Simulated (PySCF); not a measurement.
Work out the structure from these simulated measurements.

Formula: C4H12GeO4.

| Item | Value |
| --- | --- |
| 13C NMR | chemical shifts (computed TMS as zero) by class: 55.1 (4 C) ppm [GIAO B3LYP/pcSseg-1] |
| XPS | C1s 292.1 (×4), O1s 537.7 (×4) eV [ΔSCF SCAN, pcX-2 on the ionised atom, pcseg-1 elsewhere, spin-free X2C] |
| Rotational structure | rotational constants A, B, C: 1.109, 1.101, 1.079 GHz [PBE0-D3(BJ)/def2-SVP] |
| Polarisability | 91.3 au [wB97X-D/def2-SVPD] |
| 1H NMR | chemical shifts (computed TMS as zero) by class: 3.73 (12 H) ppm [GIAO B3LYP/pcSseg-1] |
| Valence photoelectron | vertical ionisation energy: 10.18 eV [ΔSCF wB97X-D/def2-SVPD] |

Gas-phase values; electronic properties from PySCF, density fitting. Levels stand in brackets. The structure is a single PBE0-D3(BJ)/def2-SVP conformer in the gas phase; no vibrational or solvent corrections. Relativistic effects, spin–orbit coupling among them, are left out (core-ionisation runs apart) although an element past zinc is present. Each NMR value is the plain mean over a class of atoms that symmetry, rotation or inversion makes alike.

**Question.** What is the compound? Reason from the data.

**Answer.** Numbering: `[CH3:1][O:2][Ge:3]([O:4][CH3:5])([O:6][CH3:7])[O:8][CH3:9]`. 4 carbons fall into 1 class: methoxy carbon [C1/C5/C7/C9] (55.1 ppm, 4 C). All hydrogens form one class (3.73 ppm): methyl hydrogen. The core levels belong to: C1s 292.1 eV, methoxy carbon [C1/C5/C7/C9]; O1s 537.7 eV, oxygen bonded to C and Ge [O2/O4/O6/O8]. One atom of each topological class was ionised and stands for its class. No core level of Ge was computed. By its constants the optimised geometry is a nearly oblate symmetric top. Structure: `C[O][Ge]([O]C)([O]C)[O]C`. The assignments are read from this structure; whether some other isomer fits the data as well wasn't checked.

Conformer computed: `[CH3:1][O:2][Ge:3]([O:4][CH3:5])([O:6][CH3:7])[O:8][CH3:9]`: C1–O2–Ge3–O4 -74°, O2–Ge3–O4–C5 -76°, O2–Ge3–O6–C7 -167°, O2–Ge3–O8–C9 -46°.
